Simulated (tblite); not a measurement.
Species: C5H15BP2.
Atom-mapped SMILES: `[BH3-:1][P@+:2]([CH3:3])([CH:4]=[CH2:5])[CH2:6][CH2:7][PH2:8]` (hydrogens: H9, H10, H11 on B1; H12, H13, H14 on C3; H15 on C4; H16, H17 on C5; H18, H19 on C6; H20, H21 on C7; H22, H23 on P8)
Bond orders are those of one Lewis drawing.

Computed with GFN2-xTB (tblite), gas phase: L-BFGS steps from a force-field or distance-geometry start until the largest atomic force falls under 0.01 eV/Å.

The end geometry, which sets the zero of energy:
```
atom  x, y, z in Å
B1     -0.3312   -1.6378   -1.5778
P2     -0.5031   -0.3699   -0.1245
C3     -1.9462   -0.8534    0.8965
C4     -0.7935    1.3808   -0.4771
C5     -1.9637    1.9945   -0.3912
C6      0.8180   -0.3588    1.1828
C7      1.9720    0.5900    0.8945
P8      2.4823    0.5134   -0.8989
H9      0.6028   -1.3407   -2.2483
H10    -0.1925   -2.6670   -0.9837
H11    -1.3777   -1.5521   -2.1433
H12    -2.1379   -0.1397    1.6968
H13    -2.8178   -0.9353    0.2498
H14    -1.7424   -1.8368    1.3183
H15     0.0655    1.8947   -0.8950
H16    -2.0869    3.0214   -0.6975
H17    -2.8477    1.5067   -0.0153
H18     1.1833   -1.3907    1.2196
H19     0.3638   -0.1241    2.1505
H20     1.6666    1.6220    1.0970
H21     2.8241    0.3604    1.5407
H22     3.7258    1.1140   -0.6801
H23     3.0318   -0.7645   -0.8307
```

**Question.** These geometries come from the run, each turned onto the end geometry. Order them by energy, lowest first.
A.
```
atom  x, y, z in Å
B1     -0.3316   -1.6738   -1.5822
P2     -0.5277   -0.4046   -0.1378
C3     -1.9640   -0.8581    0.9062
C4     -0.7875    1.3435   -0.5280
C5     -1.9023    2.0322   -0.3381
C6      0.8069   -0.3873    1.1559
C7      1.9212    0.6109    0.8798
P8      2.4957    0.5275   -0.8942
H9      0.6352   -1.3820   -2.2109
H10    -0.2257   -2.7074   -0.9884
H11    -1.3517   -1.5761   -2.1918
H12    -2.1088   -0.1598    1.7292
H13    -2.8554   -0.8950    0.2833
H14    -1.7805   -1.8571    1.2999
H15     0.0479    1.7914   -1.0562
H16    -1.9957    3.0537   -0.6720
H17    -2.7695    1.6187    0.1497
H18     1.2072   -1.4066    1.1656
H19     0.3564   -0.1900    2.1338
H20     1.5542    1.6289    1.0494
H21     2.7633    0.4378    1.5562
H22     3.6984    1.1978   -0.6460
H23     3.1093   -0.7175   -0.7802
```
B.
```
atom  x, y, z in Å
B1     -0.3086   -1.7124   -1.5940
P2     -0.5073   -0.4063   -0.1728
C3     -1.9644   -0.8655    0.8374
C4     -0.7899    1.3423   -0.5690
C5     -1.8477    2.0563   -0.2174
C6      0.7843   -0.3539    1.1662
C7      1.8984    0.6398    0.8784
P8      2.4728    0.4723   -0.8868
H9      0.6731   -1.4654   -2.2148
H10    -0.2310   -2.7370   -0.9756
H11    -1.3247   -1.6200   -2.2161
H12    -2.1217   -0.1847    1.6721
H13    -2.8422   -0.8838    0.1947
H14    -1.7905   -1.8728    1.2124
H15    -0.0312    1.7716   -1.2157
H16    -1.9780    3.0769   -0.5427
H17    -2.6315    1.6616    0.4068
H18     1.1922   -1.3687    1.2161
H19     0.3036   -0.1284    2.1232
H20     1.5264    1.6627    0.9989
H21     2.7341    0.5008    1.5707
H22     3.6575    1.1890   -0.6893
H23     3.1215   -0.7473   -0.6995
```
C.
```
atom  x, y, z in Å
B1     -0.3369   -1.6923   -1.5842
P2     -0.5216   -0.4190   -0.1469
C3     -1.9728   -0.8602    0.8818
C4     -0.7894    1.3238   -0.5484
C5     -1.8760    2.0314   -0.2817
C6      0.8077   -0.3775    1.1526
C7      1.9110    0.6335    0.8736
P8      2.5098    0.5069   -0.8895
H9      0.6536   -1.4438   -2.1936
H10    -0.2894   -2.7324   -0.9957
H11    -1.3381   -1.5519   -2.2176
H12    -2.1147   -0.1754    1.7171
H13    -2.8563   -0.8648    0.2459
H14    -1.8145   -1.8708    1.2549
H15     0.0133    1.7510   -1.1381
H16    -1.9760    3.0510   -0.6197
H17    -2.7076    1.6339    0.2761
H18     1.2242   -1.3901    1.1730
H19     0.3505   -0.1777    2.1261
H20     1.5311    1.6523    1.0095
H21     2.7416    0.4877    1.5706
H22     3.6863    1.2243   -0.6621
H23     3.1594   -0.7127   -0.7206
```
D.
```
atom  x, y, z in Å
B1     -0.1873   -1.7188   -1.6002
P2     -0.4895   -0.4099   -0.1863
C3     -1.9916   -0.9156    0.7397
C4     -0.8317    1.3071   -0.6631
C5     -1.7000    2.1266   -0.0955
C6      0.6989   -0.2491    1.2430
C7      1.8800    0.6550    0.9305
P8      2.3566    0.4552   -0.8578
H9      0.3670   -1.1745   -2.5011
H10     0.4912   -2.5436   -1.0622
H11    -1.2862   -2.1075   -1.8620
H12    -2.1246   -0.3713    1.6732
H13    -2.8449   -0.7542    0.0830
H14    -1.8980   -1.9822    0.9414
H15    -0.2983    1.6144   -1.5541
H16    -1.8704    3.1157   -0.4855
H17    -2.2788    1.8571    0.7704
H18     1.0490   -1.2685    1.4355
H19     0.1666    0.1041    2.1308
H20     1.5923    1.7047    1.0562
H21     2.7218    0.4408    1.5952
H22     3.6376    0.9903   -0.7058
H23     2.8356   -0.8487   -0.7421
```
E.
```
atom  x, y, z in Å
B1     -0.2438   -1.7354   -1.5708
P2     -0.5026   -0.3978   -0.1928
C3     -1.9740   -0.9223    0.7641
C4     -0.8125    1.3501   -0.5820
C5     -1.7985    2.1007   -0.1174
C6      0.7401   -0.2799    1.1829
C7      1.8895    0.6623    0.8600
P8      2.4390    0.4810   -0.9126
H9      0.6997   -1.4682   -2.2380
H10    -0.1041   -2.7194   -0.9066
H11    -1.2740   -1.7110   -2.1682
H12    -2.1864   -0.2750    1.6126
H13    -2.8274   -0.9452    0.0890
H14    -1.7848   -1.9353    1.1177
H15    -0.1035    1.7601   -1.2932
H16    -1.9161    3.1287   -0.4256
H17    -2.5286    1.7329    0.5848
H18     1.1119   -1.2989    1.3278
H19     0.2347    0.0346    2.1019
H20     1.5563    1.6988    0.9787
H21     2.7277    0.4923    1.5405
H22     3.6886    1.0730   -0.7021
H23     2.9644   -0.7992   -0.7676
```

**Answer.** A (0.004 eV), C (0.008 eV), B (0.015 eV), E (0.028 eV), D (0.071 eV).

In the order of the answer:

| step | E above end (eV) | largest force (eV/Å) | rms force component (eV/Å) | rms distance from end (Å) | rms bond change (Å) | bond most changed (Å) |
| --- | --- | --- | --- | --- | --- | --- |
| 149 | 0.004 | 0.02 | 0.008 | 0.090 | 0.001 | B1–P2 -0.004 |
| 128 | 0.008 | 0.06 | 0.016 | 0.136 | 0.002 | B1–P2 -0.007 |
| 116 | 0.015 | 0.08 | 0.019 | 0.170 | 0.002 | P2–C4 +0.006 |
| 102 | 0.028 | 0.04 | 0.015 | 0.243 | 0.002 | P2–C4 +0.008 |
| 62 | 0.071 | 0.10 | 0.036 | 0.405 | 0.004 | B1–P2 +0.014 |

The cost below is that of the whole relaxation. Time: 1.9 s of wall time. Hardware: one thread of an Arm Neoverse V1, no GPU, shared host with 32 logical CPUs at a one-minute load of 9.0.
